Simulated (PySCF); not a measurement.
This PySCF input asks for the NMR shieldings of SMILES C[O+](C)[AlH2-][CH2]Cl, C₃H₁₀AlClO; the geometry comes from GFN2-xTB.

```python
import basis_set_exchange as bse
import numpy as np
from pyscf import gto, dft
from pyscf.prop import nmr

atoms = """
C    -1.184215   -1.398660   -0.409770
O    -0.693251   -0.089077   -0.219335
C    -1.400568    0.656372    0.745371
Al    0.874523    0.653130   -1.009933
C     2.190246    0.587779    0.562679
Cl    2.286937   -1.173602    0.184556
H    -2.220495   -1.373522   -0.758985
H    -1.120697   -1.974501    0.517823
H    -0.549268   -1.858064   -1.167041
H    -1.340597    0.177993    1.726954
H    -0.924362    1.636510    0.781790
H    -2.448933    0.766781    0.454286
H     0.984777   -0.313191   -2.227617
H     0.364235    2.097702   -1.268080
H     1.964745    0.647743    1.631273
H     3.209322    0.965550    0.444617
"""
names = dict.fromkeys(["C", "O", "Al", "Cl", "H"], "pcSseg-1")
basis = {el: gto.basis.parse(bse.get_basis(n, elements=[el], fmt="nwchem")) for el, n in names.items()}
mol = gto.M(atom=atoms, basis=basis, charge=0, verbose=0)
mf = dft.RKS(mol, xc="PBE0")
mf.grids.level = 2
mf.grids.alignment = dft.numint.BLKSIZE   # the property module wants whole blocks of grid points
mf.conv_tol = 1e-9
mf.kernel()

calc = nmr.RKS(mf)   # GIAO
C = mf.mo_coeff
Co = C[:, mf.mo_occ > 0]
resp = mf.gen_response(singlet=True, hermi=2)
def vind(x):   # induced exchange potential for any number of trial vectors
    d = np.einsum("pi,xij,qj->xpq", C, 2 * x.reshape(-1, C.shape[1], Co.shape[1]), Co, optimize=True)
    return np.einsum("xpq,pi,qj->xij", resp(d - d.transpose(0, 2, 1)), C, Co, optimize=True).ravel()
mo1, _ = nmr.rhf.solve_mo1(calc, with_cphf=vind)
sigma = calc.kernel(mo1)
for i, s in enumerate(sigma):   # ppm
    print("%2d %-2s %9.2f" % (i, mol.atom_pure_symbol(i), np.trace(s) / 3))
```

Question: What does it print?

Answer: 
```
 0 C     121.31
 1 O     336.63
 2 C     123.34
 3 Al    416.75
 4 C     160.15
 5 Cl    936.44
 6 H      28.09
 7 H      28.00
 8 H      26.86
 9 H      28.16
10 H      27.05
11 H      28.11
12 H      27.19
13 H      27.17
14 H      29.14
15 H      29.12
```

These numbers come from an equivalent density-fitted implementation of the same equations, which agrees with the script to about 0.01 ppm for H and up to a few tenths of a ppm for heavy atoms, so last digits may differ.

Size and cost of the density-fitted run: 166 basis functions, 22 s wall time on 1 thread of an Arm Neoverse V2, shared host; peak memory 0.75 GiB.
